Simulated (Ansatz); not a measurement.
Program: Ansatz. Geometries: PBE0-D4/def2-TZVP. ΔE: electronic, gas phase. CCSD(T)/CBS is the MP2 limit (def2-TZVPP, def2-QZVPP) plus CCSD(T) − MP2 in def2-TZVPP, frozen cores. This one scheme is used for every species. DFT in def2-TZVPP. B3LYP here is the variant with VWN-RPA as its local correlation; programs differ in this. One conformer a species, not always the lowest.

`C[SiH](Cl)S[SiH2]Cl` + H₂ → `C[SiH2]Cl` + `S[SiH2]Cl`  (hydrogenolysis of the Si–S bond)

```csv
level,ΔE (kJ/mol)
PBE0-D4,56.1
ωB97X-V,48.8
PBE,43.9
B3LYP,29.5
MP2/def2-TZVPP,61.8
CCSD/def2-TZVPP,40.4
HF/def2-QZVPP,15.4
MP2/CBS(def2),68.4
```

Q: What does CCSD(T)/CBS give? (Best estimate.)

A: Computed: +54.8 kJ/mol. The listed levels differ from it by 1.3, -6.0, -10.9, -25.3, 7.0, -14.4, -39.4, 13.6 kJ/mol.

Largest T1 diagnostic among the species: 0.010.

In def2-TZVPP, CCSD(T) changes the Hartree–Fock value by +32.2 kJ/mol (the triples alone add +7.8 kJ/mol) and MP2 by +45.7 kJ/mol. The D4 term adds +24.5 kJ/mol with B3LYP and +13.7 kJ/mol with PBE0; it sums over pairs of atoms, weighted by their polarisabilities, and B3LYP, whose exchange is more repulsive, gets the larger term.
